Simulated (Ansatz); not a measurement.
Abridged output of a molecular run in Ansatz:

```
Functional definition: HF
958 factors; integrals over basis functions are off by at most 1.0e-3 eV
mean field evaluation 1: about -61302.8710 eV, gradient 2.6e1 eV
mean field evaluation 2: about -61302.9487 eV, gradient 2.6e1 eV
mean field evaluation 4: about -61304.9577 eV, gradient 3.6e0 eV
mean field evaluation 8: about -61305.0012 eV, gradient 3.8e-4 eV
mean field -61305.00115295 eV, -2252.9172383487 hartree, gradient 2.8e-6 eV, S^2 0.000000; 0 other end points of the search recorded, 0 dependent functions left out; unrestricted orbitals would lower it
16 core orbitals not correlated: weight in the atoms' cores, before any rotation towards them, 1.000 or more for the frozen orbitals, at most 0.000 for the correlated occupied ones
reference -61305.00115295 eV, -2252.9172383487 hartree; 15, 15 occupied and 66, 66 virtual orbitals, 958 factors
second order -19.39503066 eV of doubles, -0.00000000 eV of singles
cycle   1  -19.06343663 eV  change    3.3e-1 eV  update   1.2e-1
cycle   2  -19.66801650 eV  change   -6.0e-1 eV  update   4.4e-2
cycle   3  -19.81158820 eV  change   -1.4e-1 eV  update   2.3e-2
cycle   4  -19.80986839 eV  change    1.7e-3 eV  update   7.9e-3
cycle   5  -19.80451825 eV  change    5.4e-3 eV  update   3.4e-3
cycle   6  -19.80500047 eV  change   -4.8e-4 eV  update   1.1e-3
cycle   7  -19.80471828 eV  change    2.8e-4 eV  update   4.0e-4
cycle   8  -19.80458708 eV  change    1.3e-4 eV  update   1.7e-4
cycle   9  -19.80463803 eV  change   -5.1e-5 eV  update   6.3e-5
cycle  10  -19.80465242 eV  change   -1.4e-5 eV  update   2.1e-5
perturbative correction -0.69018541 eV, -0.0253638461 hartree
Total energy: -61325.49599078 eV, -2253.6704097472 hartree
```

Its atoms:

```xyz
8

C     1.1913   -1.0141    0.6958
Zn   -0.1068    0.0526   -0.2599
C    -1.4609    1.2050   -1.0497
S    -2.2115    2.1372    0.0446
H     2.1937   -0.5937    0.5866
H     1.2100   -2.0382    0.3162
H     0.9523   -1.0494    1.7610
H    -1.7680    1.3006   -2.0945
```

**Question.** Which basis set was used?
A. def2-TZVPP
B. cc-pV(T+d)Z
C. def2-SVP
D. cc-pV(Q+d)Z

**Answer.** C. It gives 97 functions.

**Question.** Write the keys of the input that set method, charge and spin (a neutral closed shell needs none for the last two).

**Answer.** 
```yaml
correlation: {method: ccsd_t, frozen_orbitals: {C: 1, H: 0, S: 5, Zn: 9}}
```
